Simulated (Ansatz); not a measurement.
## Energy profile

The step: GeH₄SO ([OH][GeH2][SH]) → GeH₂O ([O][GeH2]) + H₂S (still joined by a long Ge–S bond); bonds formed: S2–H4; bonds broken: O3–H4; bonds weakened to dative contacts: Ge1–S2 (atoms numbered as in the saddle structure below).

```
7
angstrom
Ge -0.5455 0.2988 0.7647
S 1.1894 0.1214 -1.1287
O -1.6224 -0.2552 -0.3831
H -0.1592 -0.1867 -1.4064
H -0.4020 1.7914 1.1334
H 0.0674 -0.6109 1.8535
H 1.4724 -1.1587 -0.8335
```

Electronic energies by CCSD(T) at an estimated basis limit (MP2 extrapolated from triple and quadruple zeta, plus CCSD(T) − MP2 in triple zeta), on PBE0-D4/def2-TZVP structures; GeH$_{4}$SO, closed shell; no counterpoise correction. Computed with Ansatz 0.2.0 (basis: def2-TZVPP and def2-QZVPP); correlated methods freeze the cores. Filled d shells of the heavier atoms are correlated. The def2 sets are not built for correlating such inner shells, so the correlated values are less sure here. Extrapolation: Hartree–Fock as exp(−7.88 √X), correlation as X^−2.97.

(1) Give the profile in eV, counted from the start structure. (To be estimated.)

No T1 diagnostic of these runs exceeds 0.023.

Results:

(1) The calculation gives:
```csv
point,eV
start structure,0.000
saddle,2.514
end structure,2.395
"separated: GeH$_{2}$O (linked as [O][GeH2]; Ge1, O3, H5, H6; singlet) + H$_{2}$S (S2, H4, H7; singlet)",2.762
```

For scale, one of the runs: CCSD(T)/def2-TZVPP, 177 basis functions, launched by `ansatz run in.yaml --threads 2 --pin off --events-out ev --progress --plain --max-ram 4352MiB`. The run took 37 s on 2 CPU threads of an Intel Xeon Platinum 8375C (shared host), with 1.6 GiB of host memory at its peak.
